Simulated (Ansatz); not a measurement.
Mulliken charges of `[F][AlH][O][GaH][GeH3]` from PBE/def2-TZVPP in Ansatz (PBE0-D4/def2-TZVP geometry).

```tsv
atom	x (Å)	y (Å)	z (Å)	charge (e)
F1	-2.001	1.925	2.366	-0.326
Al2	-0.386	1.748	2.075	0.536
O3	0.161	0.387	1.288	-0.271
Ga4	0.390	-1.111	0.361	0.296
Ge5	0.166	-0.896	-2.058	-0.101
H6	0.572	2.888	2.561	-0.104
H7	0.735	-2.371	1.227	-0.029
H8	-0.864	-1.899	-2.606	0.001
H9	-0.279	0.520	-2.460	-0.002
H10	1.507	-1.192	-2.754	0.000
```

Question: By hand: the dipole of these point charges (1 e Å = 4.8032 D).

Answer: Σ q r = (0.419, -0.268, 0.007) e Å, of length 0.497 e Å = 2.39 D.

Question: How does the dipole of the full density compare? (Estimate.)

Answer: Ansatz gave: (0.259, -0.211, -0.157) e Å, 1.77 D; the point charges give 1.35 times that, at 27° from its direction.

Point charges leave out the atoms' own dipoles, such as those of lone pairs, and Mulliken's split depends on the basis, so the two needn't agree.
